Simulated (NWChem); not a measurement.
System: BAsH$_{4}$; SMILES B[AsH2]

Output (shortened):

```
             Northwest Computational Chemistry Package (NWChem) 7.3.0
             --------------------------------------------------------

                             Geometry "geometry" -> ""
                             -------------------------

 Output coordinates in angstroms (scale by  1.889725989 to convert to a.u.)

  No.       Tag          Charge          X              Y              Z
 ---- ---------------- ---------- -------------- -------------- --------------
    1 B                    5.0000     0.00692100     1.66115500     0.00000000
    2 As                  33.0000     0.00568900    -0.32152100     0.00000000
    3 H                    1.0000     0.96198900    -0.59872300    -1.14066700
    4 H                    1.0000     0.96198900    -0.59872300     1.14066700
    5 H                    1.0000    -0.07690400     2.25466500     1.04725000
    6 H                    1.0000    -0.07690400     2.25466500    -1.04725000

 Effective nuclear repulsion energy (a.u.)      87.1163269644

                              NWChem Property Module
                              ----------------------

  itol2e modified to match energy
  convergence criterion.

                                 NWChem DFT Module
                                 -----------------

 Summary of "ao basis" -> "ao basis" (spherical)
 ------------------------------------------------------------------------------
       Tag                 Description            Shells   Functions and Types
 ---------------- ------------------------------  ------  ---------------------
 B                          pcsseg-1                 7       17   3s3p1d
 As                         pcsseg-1                15       41   5s7p3d
 H                          pcsseg-1                 3        5   2s1p

  itol2e modified to match energy
  convergence criterion.

            General Information
            -------------------
          SCF calculation type: DFT
          Wavefunction type:  closed shell.
          No. of atoms     :     6
          No. of electrons :    42
           Alpha electrons :    21
            Beta electrons :    21
          Charge           :     0
          Spin multiplicity:     1
          Use of symmetry is: off; symmetry adaption is: off
          Maximum number of iterations: 150
          AO basis - number of functions:    78
                     number of shells:    34
          Convergence on energy requested:  1.00D-07
          Convergence on density requested:  1.00D-05
          Convergence on gradient requested:  5.00D-04

              XC Information
              --------------
                        BHLYP Method XC Functional
                     Hartree-Fock (Exact) Exchange  0.500
                        Slater Exchange Functional  0.500 local
                    Becke 1988 Exchange Functional  0.500 non-local
              Lee-Yang-Parr Correlation Functional  1.000

             Grid Information
             ----------------
          Grid used for XC integration:  fine
          Radial quadrature: Mura-Knowles
          Angular quadrature: Lebedev.
          Tag              B.-S. Rad. Rad. Pts. Rad. Cut. Ang. Pts.
          ---              ---------- --------- --------- ---------
          B                   0.85       70          10.0       590
          As                  1.15      140          10.0       974
          H                   0.35       60          11.0       590
          Grid pruning is: on
          Number of quadrature shells:   450
          Spatial weights used:  Erf1

      Superposition of Atomic Density Guess
      -------------------------------------

 Sum of atomic energies:       -2260.39442979

      Non-variational initial energy
      ------------------------------

 Total energy =   -2261.043978
 1-e energy   =   -3322.241305
 2-e energy   =     974.081001
 HOMO         =      -0.280669
 LUMO         =      -0.044028

   convergence    iter        energy       DeltaE   RMS-Dens  Diis-err
 ---------------- ----- ----------------- --------- --------- ---------
 d= 0,ls=0.0,diis     1  -2262.7896941060 -2.35D+03  4.64D-03  7.33D-01
 d= 0,ls=0.0,diis     2  -2262.8137233674 -2.40D-02  1.53D-03  1.30D-02
 d= 0,ls=0.0,diis     3  -2262.8148691768 -1.15D-03  5.81D-04  4.70D-03
 d= 0,ls=0.0,diis     4  -2262.8154097926 -5.41D-04  1.66D-04  1.61D-04
 d= 0,ls=0.0,diis     5  -2262.8154311134 -2.13D-05  4.96D-05  1.57D-05
  Resetting Diis
 d= 0,ls=0.0,diis     6  -2262.8154327030 -1.59D-06  1.56D-05  1.45D-06
 d= 0,ls=0.0,diis     7  -2262.8154329900 -2.87D-07  4.77D-06  3.53D-08
 d= 0,ls=0.0,diis     8  -2262.8154330094 -1.94D-08  2.02D-06  9.74D-09

         Total DFT energy =    -2262.815433009424
      One electron energy =    -3324.166433631342
           Coulomb energy =     1062.822367736522
    Exchange-Corr. energy =      -88.587694078970
 Nuclear repulsion energy =       87.116326964366

 Numeric. integr. density =       41.999998419982

                       DFT Final Molecular Orbital Analysis
                       ------------------------------------

 Vector   19  Occ=2.000000D+00  E=-4.024405D-01
              MO Center=  2.5D-01,  9.6D-01, -4.3D-09, r^2= 3.6D+00
   Bfn.  Coefficient  Atom+Function         Bfn.  Coefficient  Atom+Function
  ----- ------------  ---------------      ----- ------------  ---------------
    69      0.271841  5 H  s                 74     -0.271841  6 H  s
     9      0.234989  1 B  pz                59      0.230929  3 H  s
    64     -0.230929  4 H  s                 40     -0.203340  2 As pz
    43     -0.175463  2 As pz                12      0.129501  1 B  pz
     6      0.124406  1 B  pz                60      0.120958  3 H  s

[...]

          -----------------------------------------
          Chemical Shielding Tensors (GIAO, in ppm)
          -----------------------------------------

                                NWChem CPHF Module
                                ------------------

  scftype          =     RHF
  nclosed          =       21
  nopen            =        0
  variables        =     1197
  # of vectors     =        3
  tolerance        = 0.10D-03
  level shift      = 0.00D+00
  max iterations   =       50
  max subspace     =       30

 SCF residual:    6.6215056220777222E-005

Iterative solution of linear equations
  No. of variables     1197
  No. of equations        3
  Maximum subspace       30
        Iterations       50
       Convergence  1.0D-04

   iter   nsub   residual    time
   ----  ------  --------  ---------
     1      3    1.20D+00      18.5
     2      6    9.73D-02      21.1
     3      9    1.26D-02      23.9
     4     12    1.38D-03      26.5
     5     15    1.28D-04      29.2
     6     18    1.34D-05      32.3

      Atom:    1  B
        Diamagnetic
    182.7831     -0.6263      0.0000
     -0.6263    207.7098     -0.0000
      0.0000     -0.0000    186.1618

        Paramagnetic
    -45.4024     16.3631     -0.0000
     16.3631   -222.9132      0.0000
     -0.0000      0.0000   -311.1285

        Total Shielding Tensor
    137.3807     15.7369     -0.0000
     15.7369    -15.2034      0.0000
     -0.0000      0.0000   -124.9667

           isotropic =      -0.9298
          anisotropy =     209.8749

          Principal Components and Axis System
                 1           2           3
              138.9868   -124.9667    -16.8096

      1         0.9948      0.0000     -0.1015
      2         0.1015     -0.0000      0.9948
      3        -0.0000      1.0000      0.0000

      Atom:    2  As
        Diamagnetic
   2875.2977     -1.1483      0.0000
     -1.1483   2879.8360     -0.0000
      0.0000     -0.0000   2878.2615

        Paramagnetic
  -1101.8672    -83.2332     -0.0000
    -83.2332  -1021.2671      0.0000
     -0.0000      0.0000  -1396.0286

        Total Shielding Tensor
   1773.4305    -84.3815     -0.0000
    -84.3815   1858.5689      0.0000
     -0.0000      0.0000   1482.2329

           isotropic =    1704.7441
          anisotropy =     308.6503

          Principal Components and Axis System
                 1           2           3
             1910.5110   1721.4885   1482.2329

      1        -0.5242      0.8516      0.0000
      2         0.8516      0.5242     -0.0000
      3         0.0000     -0.0000      1.0000

      Atom:    3  H
        Diamagnetic
     29.4510     -3.5719    -11.2025
     -3.5719     22.6028      3.7873
    -11.2025      3.7873     34.4714

        Paramagnetic
     -0.6674      0.4250      3.2821
      0.4250      0.5154     -1.7959
      3.2821     -1.7959     -2.6482

        Total Shielding Tensor
     28.7836     -3.1469     -7.9203
     -3.1469     23.1182      1.9914
     -7.9203      1.9914     31.8231

           isotropic =      27.9083
          anisotropy =      16.8677

          Principal Components and Axis System
                 1           2           3
               39.1534     23.4169     21.1546

      1        -0.6332     -0.4265      0.6458
      2         0.2166      0.7035      0.6769
      3         0.7430     -0.5685      0.3531

      Atom:    4  H
        Diamagnetic
     23.6978     -0.4696     -0.5245
     -0.4696     31.7500      6.1677
     -0.5245      6.1677     30.0458

        Paramagnetic
      2.9472      0.4292      1.1497
      0.4292     -4.1207     -8.7890
      1.1497     -8.7890    -17.9644

        Total Shielding Tensor
     26.6450     -0.0404      0.6253
     -0.0404     27.6293     -2.6213
      0.6253     -2.6213     12.0814

           isotropic =      22.1186
          anisotropy =       8.9324

          Principal Components and Axis System
                 1           2           3
               28.0735     26.6556     11.6265

      1        -0.0999      0.9942     -0.0406
      2         0.9813      0.1052      0.1614
      3        -0.1647      0.0237      0.9860
```

Level: BHandHLYP/pcSseg-1, GIAO. The geometry was optimised at PBE0/def2-SVP. The output numbers the shielded atoms by their place in the input's list. The printed shielding anisotropy is the first printed principal value minus the mean of the other two.

Reconstruct the input file.

One answer among several that fit: the input that was run:
```
start job
memory heap 200 mb stack 900 mb global 1100 mb
geometry units angstroms noautosym nocenter noautoz
  B      0.006921     1.661155     0.000000
  As     0.005689    -0.321521     0.000000
  H      0.961989    -0.598723    -1.140667
  H      0.961989    -0.598723     1.140667
  H     -0.076904     2.254665     1.047250
  H     -0.076904     2.254665    -1.047250
end
basis spherical
  * library pcsseg-1
end
dft
  xc bhlyp
  iterations 150
end
property
  shielding 4 1 2 3 5
end
task dft property
```
